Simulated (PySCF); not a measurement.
# Excitation energy of Ga by level of theory

Ga [Ar] 3d10 4s2 4p1 (2P) → Ga [Ar] 3d10 4s1 4p1 4d1 (high-spin determinant), as a difference of total energies. Calculation: PySCF 2.14, in x2c-TZVPPall with one added diffuse shell each of s, p, d type (7s6p5d1f, 57 functions); the spin-free X2C one-electron Hamiltonian (Gaussian nucleus). Correlated levels: valence and next inner shell: [Ne] frozen. The calculations carry no spin-orbit coupling.

| method | excitation energy (eV) |
| --- | --- |
| UHF | 9.015 |
| MP2 (valence and next inner shell) | 10.190 |
| SCS-MP2 (valence and next inner shell) | 10.337 |
| CCSD (valence and next inner shell) | 10.277 |
| CCSD(T) (valence and next inner shell) | 10.319 |

Task: How much does correlation contribute at CCSD(T) (valence and next inner shell)?

Result: 10.319 − (9.015) = 1.304 eV, measured against UHF.

The upper state lies above the first ionisation limit, but in LS coupling its spin forbids autoionisation to the ground ion.

The promoted electron is Rydberg-like, and one or two diffuse shells describe it only roughly, which tends to raise the upper state.

The coupled-cluster amplitudes are large for the upper state (T1 above 0.03 or a double amplitude above 0.15), so a single reference is strained.

The determinant of the upper state mixes LS terms, which raises its energy above the lowest term, most at the Hartree-Fock and MP2 levels.
